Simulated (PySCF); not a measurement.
**Name the molecule from its bond curve**

A diatomic of charge -1 contains In. Its doublet curve at r²SCAN in a double-zeta basis (scalar-relativistic core potentials, PySCF), in eV from the separated fragments:

```json
{"R (Å)": "1.835", "E (eV)": "-1.608"}
{"R (Å)": "1.921", "E (eV)": "-1.997"}
{"R (Å)": "2.006", "E (eV)": "-2.194"}
{"R (Å)": "2.070", "E (eV)": "-2.258"}
{"R (Å)": "2.134", "E (eV)": "-2.269"}
{"R (Å)": "2.198", "E (eV)": "-2.243"}
{"R (Å)": "2.283", "E (eV)": "-2.170"}
{"R (Å)": "2.390", "E (eV)": "-2.042"}
{"R (Å)": "2.518", "E (eV)": "-1.863"}
```

The fit gives ωe = 402 cm⁻¹ and the rotational constant Bₑ = 0.2303 cm⁻¹.

Which atom is the partner?

The minimum lies at 2.119 Å, so the reduced mass is 16.8576 u Å² cm⁻¹/(Bₑ·Re²) = 16.30 u. With In at 114.90 u the partner weighs about 19.0 u: F. The molecule is InF⁻.

Spin–orbit coupling is left out. The highest Kohn–Sham level is positive in this anion. Much of that is self-interaction error, but it also means that the finite basis helps to hold the extra electron. The state was picked by a PBE0 search and need not be the measured ground state.
